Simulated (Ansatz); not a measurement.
Gas-phase electronic energies from Ansatz, PBE0-D4/def2-TZVP geometries. CCSD(T)/CBS adds triple-zeta CCSD(T) − MP2 to the extrapolated MP2 energy (def2 sets, frozen cores). This one scheme is used for every species. For Ge outer-core shells are correlated without core-valence functions, which leaves a few kJ/mol of doubt a bond. Scalar relativity is left out up to krypton. Each species was taken in one conformer, which may not be the lowest.

Reaction (ligand exchange at the Si–C bond): `Cl[SiH2][CH2][GeH3]` + `N[SiH](F)F` → `F[SiH](F)N[SiH2]Cl` + `[CH3][GeH3]`

```
              species  CCSD/def2-TZVPP energy (Eh)
`Cl[SiH2][CH2][GeH3]`                  -2866.65053
         `N[SiH](F)F`                   -545.16803
 `F[SiH](F)N[SiH2]Cl`                  -1294.61835
        `[CH3][GeH3]`                  -2117.22179
```

**Question.** Work out ΔE.

**Answer.** ΔE = (-1294.61835) + (-2117.22179) − (-2866.65053) − (-545.16803) = -0.02158 Eh = -56.7 kJ/mol. CCSD(T)/CBS gives -53.9 kJ/mol.

Largest T1 diagnostic among the species: 0.011.

In def2-TZVPP, CCSD(T) changes the Hartree–Fock value by +8.5 kJ/mol (the triples alone add +0.9 kJ/mol) and MP2 by +8.9 kJ/mol.
